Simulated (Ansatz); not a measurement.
Nb₂S⁺: single points at one geometry.

```yaml
crystal:
  periodic: [false, false, false]
  atoms:
    - {symbol: Nb, position_ang: [-0.169350, -1.251801, -0.249325]}
    - {symbol: Nb, position_ang: [1.179899, 0.468728, -0.214608]}
    - {symbol: S, position_ang: [-1.010549, 0.783083, 0.463933]}
basis:
  gaussian: {orbitals: def2-TZVP, initial_orbitals: start.molden}
total_charge: 1
magnetization: {spin_polarized: true, initial_magnetization: 1}
hamiltonian: {xc: pbe0, dispersion: d4}
output: {orbitals: {seedname: orbitals}}
```

The file start.molden holds the orbitals of an earlier run on this structure, at another level or in another basis.

```sh
$ ansatz run in.yaml --threads 4 --pin off --events-out ev --progress --plain --max-ram 3916MiB
```

It prints (some lines left out):

```
Functional definition: PBE0
1013 factors; their error is unknown
mean field evaluation 1: about -13924.4797 eV, gradient 4.4e0 eV
mean field evaluation 2: about -13924.5248 eV, gradient 9.1e-2 eV
mean field evaluation 4: about -13924.5845 eV, gradient 4.4e-3 eV
mean field evaluation 8: about -13913.7744 eV, gradient 4.9e1 eV
mean field evaluation 16: about -13924.5249 eV, gradient 1.1e-1 eV
mean field evaluation 32: about -13924.5845 eV, gradient 1.0e-4 eV
mean field -13924.58452818 eV, -511.7190429882 hartree, gradient 2.2e-5 eV, S^2 0.756082; 7 other end points of the search recorded, 0 dependent functions left out
reference -13924.58455921 eV, -511.7190441285 hartree; 21, 20 occupied and 96, 97 virtual orbitals, 1013 factors
Total energy: -13924.69753249 eV, -511.7231958201 hartree
```

Hardware: 4 threads of Arm Neoverse V2 on a shared host. Wall time 6.5 s.

First input, but with `hamiltonian: {xc: {name: BHLYP}, dispersion: d4}`, `scf: {omitted_lower_state_checks: [starts]}` (abridged; 8.5 s):

```
Functional definition: BHLYP
mean field evaluation 16: about -13922.3322 eV, gradient 2.2e-5 eV
mean field -13922.33223041 eV, -511.6362725717 hartree, gradient 1.9e-5 eV, S^2 0.830658
Total energy: -13922.60610431 eV, -511.6463372519 hartree
Checks for a lower state left out: starts
```

The first input with `hamiltonian: {xc: {text: "exchange = 0.65*pbe_x + 0.35*exact_x\ncorrelation = pbe_c"}}`, `scf: {omitted_lower_state_checks: [starts]}` (abridged; 6.5 s):

```
Functional definition: unnamed
mean field -13923.94790367 eV, -511.6956474691 hartree, gradient 7.4e-6 eV, S^2 0.757774
Total energy: -13923.94793046 eV, -511.6956484537 hartree
Checks for a lower state left out: starts
```

The first input with `hamiltonian: {xc: pbe}`, `correlation: {method: rpa}`, `scf: {omitted_lower_state_checks: [starts]}` and without the key `output` (abridged; 3 s):

```
Functional definition: PBE
mean field -13926.30703209 eV, -511.7823438392 hartree, gradient 2.7e-6 eV, S^2 0.752917
5 core orbitals not correlated: weight in the atoms' cores, before any rotation towards them, 1.000 or more for the frozen orbitals, at most 0.000 for the correlated occupied ones
Total energy: -13911.65583041 eV, -511.2439221085 hartree
Checks for a lower state left out: starts
```

Geometry: r2SCAN-D4/def2-TZVP.

In the def2 sets Nb takes a core potential; there is no spin–orbit coupling. Correlated methods freeze 5 core orbitals; core or outer-core shells of Nb are correlated, in sets that lack core-valence functions. At BHLYP-D4/def2-TZVP the charge 1 doublet is spin-contaminated (final ⟨S²⟩ up to 0.83, 0.75 for a pure state). The structure comes from a short search, and lower isomers may exist.
